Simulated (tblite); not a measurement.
Species: C4H8B2FN.
Numbering: `[BH2:1][NH:2][BH:3][C@H:4]1[CH:5]=[C:6]([F:7])[CH2:8]1` (hydrogens: H9, H10 on B1; H11 on N2; H12 on B3; H13 on C4; H14 on C5; H15, H16 on C8)

Computed with GFN2-xTB (tblite), gas phase: L-BFGS steps from a force-field or distance-geometry start until the largest atomic force falls under 0.01 eV/Å.

Step 47: E = -619.4333 eV
```
atom  x, y, z in Å  |  force x, y, z in eV/Å
B1     -2.8018    0.2450   -0.0636    0.066   0.102   0.039
N2     -1.9617   -0.8432    0.2518    0.047   0.055  -0.103
B3     -0.5504   -0.9558    0.3221   -0.017   0.012   0.027
C4      0.3998    0.1808   -0.2405    0.028  -0.014  -0.013
C5      1.1961    0.9868    0.7809   -0.032   0.015  -0.043
C6      2.3573    0.6270    0.2537   -0.068   0.066  -0.017
F7      3.6435    0.9125    0.5206   -0.080  -0.032   0.062
C8      1.7941   -0.2264   -0.8304    0.028   0.017   0.006
H9     -3.9653    0.0929   -0.0540    0.048  -0.028  -0.007
H10    -2.3397    1.2966   -0.2933   -0.021  -0.077  -0.019
H11    -2.4580   -1.6888    0.4927   -0.022  -0.078   0.108
H12    -0.1019   -1.9297    0.8024    0.031   0.005  -0.037
H13    -0.1353    0.8339   -0.9344    0.064   0.026   0.060
H14     0.8835    1.6126    1.5944    0.016  -0.030   0.004
H15     2.0705   -1.2775   -0.7744   -0.133  -0.018  -0.003
H16     1.9616    0.1421   -1.8393    0.045  -0.021  -0.064
```

Step 48: E = -619.4366 eV
```
atom  x, y, z in Å  |  force x, y, z in eV/Å
B1     -2.7907    0.2438   -0.0691   -0.021   0.104   0.024
N2     -1.9614   -0.8459    0.2614    0.014  -0.040  -0.056
B3     -0.5509   -0.9600    0.3208    0.013   0.009   0.012
C4      0.3976    0.1785   -0.2400   -0.002  -0.020   0.009
C5      1.1903    0.9814    0.7856   -0.007   0.008  -0.024
C6      2.3516    0.6283    0.2553   -0.043   0.070  -0.049
F7      3.6363    0.9232    0.5139   -0.037  -0.027   0.089
C8      1.7921   -0.2227   -0.8316   -0.017   0.021  -0.018
H9     -3.9562    0.1128   -0.0605    0.035  -0.065   0.013
H10    -2.3206    1.2839   -0.3195    0.018  -0.014  -0.030
H11    -2.4565   -1.6889    0.5226   -0.005   0.019   0.059
H12    -0.1038   -1.9379    0.7912    0.058  -0.010  -0.018
H13    -0.1358    0.8388   -0.9272    0.045   0.014   0.034
H14     0.8788    1.5997    1.6046    0.002  -0.017   0.010
H15     2.0660   -1.2740   -0.7778   -0.110  -0.025  -0.005
H16     1.9556    0.1479   -1.8409    0.058  -0.025  -0.049
```

Problem. Estimate the geometry and energy of step 49. (The exact step hangs on the optimiser's Hessian estimate; all steps are aligned on step 48, rigid shifts and turns removed.)

Solution. E = -619.4384 eV, largest force 0.102 eV/Å
```
atom  x, y, z in Å  |  force x, y, z in eV/Å
B1     -2.7875    0.2437   -0.0693   -0.023   0.099  -0.004
N2     -1.9617   -0.8465    0.2633    0.024  -0.082  -0.011
B3     -0.5517   -0.9604    0.3203    0.036   0.001  -0.009
C4      0.3965    0.1781   -0.2408   -0.020  -0.010   0.015
C5      1.1875    0.9795    0.7864   -0.015   0.008   0.004
C6      2.3482    0.6296    0.2552   -0.001   0.050  -0.065
F7      3.6315    0.9267    0.5139    0.001  -0.020   0.095
C8      1.7909   -0.2207   -0.8326   -0.033  -0.004  -0.031
H9     -3.9518    0.1182   -0.0613   -0.008  -0.071   0.025
H10    -2.3116    1.2763   -0.3307    0.024   0.031  -0.034
H11    -2.4550   -1.6877    0.5347   -0.011   0.035   0.039
H12    -0.1034   -1.9401    0.7862    0.059  -0.006  -0.012
H13    -0.1338    0.8436   -0.9241    0.020   0.007   0.010
H14     0.8781    1.5935    1.6085   -0.016  -0.001   0.023
H15     2.0608   -1.2733   -0.7784   -0.092  -0.014  -0.004
H16     1.9554    0.1484   -1.8424    0.055  -0.023  -0.042
```

The energy changes by -0.0019 eV. The first-order estimate −F·Δx gives -0.0025 eV and the mean of the old and new forces, exact on a quadratic surface, -0.0019 eV. The step makes an angle of 70° with the force vector and moves no atom by more than 0.016 Å.

What follows is the cost of the whole relaxation. On one thread of an Intel Xeon at 2.50 GHz, shared host with 64 logical CPUs at a one-minute load of 64, this took 1.7 s of wall time.
